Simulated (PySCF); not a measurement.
Species: C2H8SSi2.
SMILES with atom numbers: `[CH3:1][C:2](=[S:3])[SiH2:4][SiH3:5]` (hydrogens: H6, H7, H8 on C1; H9, H10 on Si4; H11, H12, H13 on Si5)

The same species was optimised twice, with GFN2-xTB and with PBE0-D3(BJ)/def2-SVP (PySCF), and the same property calculations (PySCF, gas phase) were run on both structures.

| coordinate | GFN2-xTB | PBE0-D3(BJ)/def2-SVP | change |
| --- | --- | --- | --- |
| Si5–H11 (Å) | 1.464 | 1.496 | +0.032 |
| Si5–H12 (Å) | 1.462 | 1.493 | +0.031 |
| Si5–H13 (Å) | 1.467 | 1.497 | +0.030 |
| Si4–H9 (Å) | 1.471 | 1.500 | +0.029 |
| Si4–H10 (Å) | 1.463 | 1.491 | +0.028 |
| Si4–Si5 (Å) | 2.318 | 2.345 | +0.027 |
| C1–H6 (Å) | 1.091 | 1.105 | +0.014 |
| C1–H8 (Å) | 1.091 | 1.104 | +0.013 |
| C1–H7 (Å) | 1.088 | 1.099 | +0.011 |
| C2–Si4 (Å) | 1.898 | 1.905 | +0.007 |
| C1–C2 (Å) | 1.486 | 1.493 | +0.007 |
| C2=S3 (Å) | 1.631 | 1.629 | -0.002 |
| C2–Si4–H9 (°) | 105.2 | 110.9 | +5.7 |
| Si5–Si4–H9 (°) | 114.6 | 110.2 | -4.4 |
| Si5–Si4–H10 (°) | 115.3 | 111.7 | -3.6 |
| C2–Si4–H10 (°) | 106.1 | 109.7 | +3.6 |
| Si4–Si5–H12 (°) | 112.6 | 109.1 | -3.5 |
| C1–C2–S3 (°) | 120.9 | 123.5 | +2.6 |
| S3–C2–Si4 (°) | 119.2 | 116.6 | -2.6 |
| Si4–Si5–H13 (°) | 111.3 | 108.8 | -2.5 |
| C1–C2–Si4–Si5 (°) | -94 | -105 | -11 |

Rotational constants: A = 3504, B = 1299, C = 1175 MHz (GFN2-xTB) against A = 3299, B = 1384, C = 1196 MHz (PBE0-D3(BJ)/def2-SVP). Point groups within 0.08 Å: C1 and C1. Atoms that the bonding makes alike are paired by their places after alignment.

On the GFN2-xTB structure: lowest singlet, TDDFT (eV) 2.12 [CAM-B3LYP/def2-SVPD]; lowest triplet, Tamm–Dancoff (eV) 1.63 [CAM-B3LYP/def2-SVPD]; isotropic polarisability (au) 103.4 [CAM-B3LYP/def2-SVPD]; HOMO (eV) -7.63 [CAM-B3LYP/def2-SVPD]; LUMO (eV) -1.34 [CAM-B3LYP/def2-SVPD]; dipole (D) 2.34 [CAM-B3LYP/def2-SVPD]; HOMO (eV) -6.30 [PBE0/pcSseg-1]; LUMO (eV) -2.44 [PBE0/pcSseg-1]; dipole (D) 2.22 [PBE0/pcSseg-1]; GIAO shielding of C1 (ppm) 132.1 [PBE0/pcSseg-1]; GIAO shielding of C2 (ppm) -141.5 [PBE0/pcSseg-1]; GIAO shielding of S3 (ppm) -926.2 [PBE0/pcSseg-1]; GIAO shielding of Si4 (ppm) 418.8 [PBE0/pcSseg-1]; GIAO shielding of Si5 (ppm) 460.3 [PBE0/pcSseg-1].

Question: What do these properties become on the PBE0-D3(BJ)/def2-SVP structure?

Answer: 
| property | level | on GFN2-xTB | on PBE0-D3(BJ)/def2-SVP | change |
| --- | --- | --- | --- | --- |
| lowest singlet, TDDFT (eV) | CAM-B3LYP/def2-SVPD | 2.12 | 2.14 | +0.02 |
| lowest triplet, Tamm–Dancoff (eV) | CAM-B3LYP/def2-SVPD | 1.63 | 1.65 | +0.02 |
| isotropic polarisability (au) | CAM-B3LYP/def2-SVPD | 103.4 | 105.5 | +2.1 |
| HOMO (eV) | CAM-B3LYP/def2-SVPD | -7.63 | -7.73 | -0.10 |
| LUMO (eV) | CAM-B3LYP/def2-SVPD | -1.34 | -1.41 | -0.07 |
| dipole (D) | CAM-B3LYP/def2-SVPD | 2.34 | 2.21 | -0.13 |
| energy, GFN2-xTB geometry as zero (kcal/mol) | CAM-B3LYP/def2-SVPD | 0.0 | -1.7 | -1.7 |
| HOMO (eV) | PBE0/pcSseg-1 | -6.30 | -6.42 | -0.12 |
| LUMO (eV) | PBE0/pcSseg-1 | -2.44 | -2.53 | -0.09 |
| dipole (D) | PBE0/pcSseg-1 | 2.22 | 2.11 | -0.11 |
| energy, GFN2-xTB geometry as zero (kcal/mol) | PBE0/pcSseg-1 | 0.0 | -2.0 | -2.0 |
| GIAO shielding of C1 (ppm) | PBE0/pcSseg-1 | 132.1 | 131.3 | -0.8 |
| GIAO shielding of C2 (ppm) | PBE0/pcSseg-1 | -141.5 | -138.7 | +2.8 |
| GIAO shielding of S3 (ppm) | PBE0/pcSseg-1 | -926.2 | -882.3 | +43.9 |
| GIAO shielding of Si4 (ppm) | PBE0/pcSseg-1 | 418.8 | 420.4 | +1.6 |
| GIAO shielding of Si5 (ppm) | PBE0/pcSseg-1 | 460.3 | 448.2 | -12.1 |

The heavy atoms differ by 0.118 Å rms after alignment. Among all bonds Si5–H11 and Si5–H12 change most and about equally (+0.031 to +0.032 Å). Changes are differences of the printed values. Neither structure is proved a minimum here.

The values belong to the conformer `[CH3:1][C:2](=[S:3])[SiH2:4][SiH3:5]`: C1–C2–Si4–Si5 -105°.
